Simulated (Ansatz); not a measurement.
Total energies of C$_{2}$H$_{10}$BOP.

```xyz
15

C     1.518    0.514   -1.156
B     0.863   -0.420   -0.071
C     0.033   -1.694   -0.458
O     0.992   -0.149    1.262
P    -2.063    1.288    0.776
H     0.727    1.118   -1.615
H     2.269    1.207   -0.763
H     1.973   -0.059   -1.969
H     0.705   -2.458   -0.866
H    -0.687   -1.476   -1.253
H    -0.497   -2.133    0.389
H     1.529    0.629    1.431
H    -3.387    1.776    0.943
H    -2.360    0.024    1.344
H    -1.615    1.832    2.007
```

The species carries charge 0 and has multiplicity 1. The bonds changed during the relaxation, so this is another structure than the one it started from. The structure was optimised at the PBE0-D4/def2-TZVP level. It is one conformer, not always the lowest. Basis def2-TZVPP, the Gaussian-basis code of Ansatz.

RPA on PBE orbitals: Hartree–Fock energy of these orbitals -521.93416 Eh, correlation -1.49958 Eh (frozen core).

| functional | energy without D4 (Eh) | D4 term (kJ/mol) |
| --- | --- | --- |
| B97M-V | -523.70387 | – |
| r2SCANh | -523.65228 | -7.6 |

Give the same for LDA (SPW92), PBE, revPBE, BLYP, r2SCAN, PBE0, B3LYP, r2SCAN0, HSE06 (plane-wave form), BHLYP, CAM-B3LYP, LC-ωPBE, ωB97X-V, ωB97M-V, B2PLYP, PBE-QIDH. (Estimate.)

The calculation gave: 
```csv
functional,energy without D4 (Eh),D4 term (kJ/mol)
LDA (SPW92),-520.90026,–
PBE,-523.38647,-25.6
revPBE,-523.67067,-78.5
BLYP,-523.70867,-54.9
r2SCAN,-523.66124,-7.2
PBE0,-523.44450,-22.1
B3LYP,-523.83602,-40.4
r2SCAN0,-523.63993,-8.3
HSE06 (plane-wave form),-523.42642,-20.6
BHLYP,-523.69279,-29.3
CAM-B3LYP,-523.71514,-22.4
LC-ωPBE,-523.58523,–
ωB97X-V,-523.68941,–
ωB97M-V,-523.67539,–
B2PLYP,-523.51426,–
PBE-QIDH,-523.33622,–
```

B3LYP takes the VWN-RPA correlation (the form of Gaussian; ORCA's B3LYP/G). HSE06 is the plane-wave form, built on full-range PBE exchange. The double hybrids freeze the cores in their second-order part.

LC-ωPBE has ω = 0.4 bohr⁻¹.
